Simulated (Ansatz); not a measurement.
Consider the formal hydrolysis of the Si–Al bond: `[CH3][Al]([OH])[SiH2]O` + H₂O → `O[SiH2]O` + `[CH3][AlH][OH]`.

Computed with Ansatz on PBE0-D4/def2-TZVP structures; ΔE is electronic, products minus reactants. CBS: MP2 limit from def2 TZ/QZ plus the TZ coupled-cluster correction, frozen cores. This one scheme is used for every species. Functionals use def2-TZVPP. B3LYP here is the variant with VWN-RPA as its local correlation; programs differ in this. One conformer a species, not always the lowest.

```tsv
level	ΔE (eV)
PBE-D4	-1.04
r2SCAN-D4	-1.27
ωB97M-V	-1.37
PBE0	-1.15
B3LYP	-1.32
HF/def2-TZVPP	-1.55
CCSD/def2-TZVPP	-1.33
MP2/def2-QZVPP	-1.37
```

(1) What does CCSD(T)/CBS give? (Best estimate.)

Largest T1 diagnostic among the species: 0.012.

Answers

(1) Ansatz gave: -1.27 eV. The listed levels differ from it by 0.23, 0.00, -0.10, 0.12, -0.05, -0.28, -0.06, -0.10 eV.

The D4 term adds +0.05 eV with B3LYP and +0.03 eV with PBE0; it sums over pairs of atoms, weighted by their polarisabilities, and B3LYP, whose exchange is more repulsive, gets the larger term. In def2-TZVPP, CCSD(T) changes the Hartree–Fock value by +0.26 eV (the triples alone add +0.03 eV) and MP2 by +0.17 eV.
